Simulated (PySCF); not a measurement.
## [Zr(NH2)4] (charge 0, multiplicity 1)

Computed with TPSSh-D3(BJ)/def2-TZVP // BP86-D3(BJ)/def2-SVP run with PySCF.

The HOMO comes out as -5.93 eV, the dipole moment is 0.011 e·Å and the HOMO–LUMO gap is 5.57 eV. The LUMO is -0.36 eV. The charge on the central atom (Mulliken) is 1.72 e and the total energy is -271.1372 Ha. The cost is roughly 4 core-minutes.

```xyz
13

Zr    -0.1558    -0.0344    -0.0756
N     -1.3052    -1.7410    -0.1967
H     -1.0282    -2.7198    -0.0527
H     -2.3282    -1.7220    -0.3080
N      1.6388    -0.4550     0.8458
H      2.4235    -0.9082     0.3572
H      1.9657    -0.2038     1.7867
N     -1.1892     1.3811     1.0068
H     -1.3700     2.3688     0.7905
H     -1.7130     1.1506     1.8628
N      0.2282     0.6796    -1.9696
H      1.0108     1.3148    -2.1785
H     -0.2088     0.4220    -2.8629
```
